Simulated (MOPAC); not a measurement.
Input file for MOPAC: PM3 on BFH2O (SMILES OBF), a point of a torsion scan.

```
PM3 1SCF PRECISE CHARGE=0 THREADS=1
BFH2O

O      0.89307730 1    -0.07050940 1    -0.36644347 1
B     -0.42015202 1    -0.01673527 1    -0.15442299 1
F     -1.18530447 1    -0.83489129 1    -0.86361493 1
H      1.54586745 1    -0.27259299 1     0.29234799 1
H     -0.96814480 1     0.65824800 1     0.64320156 1
```

The log:

```
*******************************************************************************
 **                                                                           **
 **                              MOPAC v23.2.5                                **
 **                                                                           **
 *******************************************************************************
 ** MOPAC's Digital Object Identifier: https://doi.org/10.5281/zenodo.6511958 **
 **                                                                           **
 ** Please cite the open-source release paper for use of this MOPAC version:  **
 ** J. E. Moussa and J. J. P. Stewart (2026)                                  **
 ** MOPAC: An open-source semiempirical molecular orbital program             **
 ** J. Open Source Softw., 11(119), 8025, https://doi.org/10.21105/joss.08025 **
 *******************************************************************************

                              PM3 CALCULATION RESULTS

 *******************************************************************************
 *  PM3        - The PM3 Hamiltonian to be used
 *
 *
 *
 *                 CHARGE ON SYSTEM = 0
 *
 *
 *
 *  PRECISE    - TIGHTER CRITERIA TO BE USED
 *  1SCF       - DO 1 SCF AND THEN STOP
 *  THREADS=1  - MULTI-THREADING NOT USED
 *  T=         - A TIME OF 172800.0 SECONDS REQUESTED
 *  DUMP=N     - RESTART FILE WRITTEN EVERY 7200.0 SECONDS REQUESTED
 *******************************************************************************
PM3 1SCF PRECISE CHARGE=0 THREADS=1
 BFH2O

   ATOM   CHEMICAL          X               Y               Z
  NUMBER   SYMBOL      (ANGSTROMS)     (ANGSTROMS)     (ANGSTROMS)

     1       O          0.89307730  *  -0.07050940  *  -0.36644347  *
     2       B         -0.42015202  *  -0.01673527  *  -0.15442299  *
     3       F         -1.18530447  *  -0.83489129  *  -0.86361493  *
     4       H          1.54586745  *  -0.27259299  *   0.29234799  *
     5       H         -0.96814480  *   0.65824800  *   0.64320156  *



          CARTESIAN COORDINATES

    NO.       ATOM           X           Y           Z

     1         O          0.8931     -0.0705     -0.3664
     2         B         -0.4202     -0.0167     -0.1544
     3         F         -1.1853     -0.8349     -0.8636
     4         H          1.5459     -0.2726      0.2923
     5         H         -0.9681      0.6582      0.6432

  H: (PM3): J. J. P. STEWART, J. COMP. CHEM. 10, 209 (1989).
  B: (PM3): J. J. P. STEWART, J. MOL. MOD., 10, 155-164 (2004)
  O: (PM3): J. J. P. STEWART, J. COMP. CHEM. 10, 209 (1989).
  F: (PM3): J. J. P. STEWART, J. COMP. CHEM. 10, 209 (1989).

           Empirical Formula: H2 O B F  =     5 atoms



      MOLECULAR POINT GROUP   :   C1


      RHF CALCULATION, NO. OF DOUBLY OCCUPIED LEVELS = 9


 -------------------------------------------------------------------------------
 PM3 1SCF PRECISE CHARGE=0 THREADS=1
 BFH2O



     1SCF WAS SPECIFIED, SO BFGS WAS NOT USED
     SCF FIELD WAS ACHIEVED


                              PM3 CALCULATION
                                                       MOPAC v23.2.5 Linux




          FINAL HEAT OF FORMATION =       -156.35719 KCAL/MOL =    -654.19850 KJ/MOL


          COSMO AREA              =         73.93 SQUARE ANGSTROMS
          COSMO VOLUME            =         54.99 CUBIC ANGSTROMS

          IONIZATION POTENTIAL    =         12.189698 EV
          HOMO LUMO ENERGIES (EV) =        -12.190  0.513
          NO. OF FILLED LEVELS    =          9
          MOLECULAR WEIGHT        =         47.8236         POINT GROUP:  C1

          MOLECULAR DIMENSIONS (Angstroms)

            Atom       Atom       Distance
            H     4    F     3     3.01856
            H     5    O     1     1.91449
            H     5    F     3     0.48683


          SCF CALCULATIONS        =          1





   ATOM   CHEMICAL          X               Y               Z
  NUMBER   SYMBOL      (ANGSTROMS)     (ANGSTROMS)     (ANGSTROMS)

     1       O          0.89307730  *  -0.07050940  *  -0.36644347  *
     2       B         -0.42015202  *  -0.01673527  *  -0.15442299  *
     3       F         -1.18530447  *  -0.83489129  *  -0.86361493  *
     4       H          1.54586745  *  -0.27259299  *   0.29234799  *
     5       H         -0.96814480  *   0.65824800  *   0.64320156  *

                             CARTESIAN COORDINATES

   1    O        0.893077300    -0.070509400    -0.366443470
   2    B       -0.420152020    -0.016735270    -0.154422990
   3    F       -1.185304470    -0.834891290    -0.863614930
   4    H        1.545867450    -0.272592990     0.292347990
   5    H       -0.968144800     0.658248000     0.643201560


           Empirical Formula: H2 O B F  =     5 atoms



      MOLECULAR POINT GROUP   :   C1


                  EIGENVALUES
 -39.41050 -26.91131 -20.88045 -19.79962 -18.11088 -16.80743 -16.00849 -13.90230
 -12.18970   0.51276   2.44781   3.52449   4.40570   5.39359


              NET ATOMIC CHARGES AND DIPOLE CONTRIBUTIONS

  ATOM NO.   TYPE          CHARGE      No. of ELECS.   s-Pop       p-Pop
    1          O          -0.267241        6.2672     1.66678     4.60046
    2          B          -0.025949        3.0259     1.06831     1.95764
    3          F          -0.075752        7.0758     1.58210     5.49365
    4          H           0.269868        0.7301     0.73013
    5          H           0.099074        0.9009     0.90093
 DIPOLE           X         Y         Z       TOTAL
 POINT-CHG.     0.880     0.356     1.489     1.766
 HYBRID         0.601    -0.119     0.079     0.618
 SUM            1.481     0.237     1.568     2.170


          ATOMIC ORBITAL ELECTRON POPULATIONS

     Atom    s        px        py        pz
    1  O   1.66678   1.28143   1.77533   1.54370
    2  B   1.06831   0.70222   0.64222   0.61320
    3  F   1.58210   1.84996   1.79764   1.84605
    4  H   0.73013
    5  H   0.90093

 **********************
 *                    *
 * JOB ENDED NORMALLY *
 *                    *
 **********************




 == MOPAC DONE ==
```

The run finished.

Cost: roughly 0.04 core-seconds.
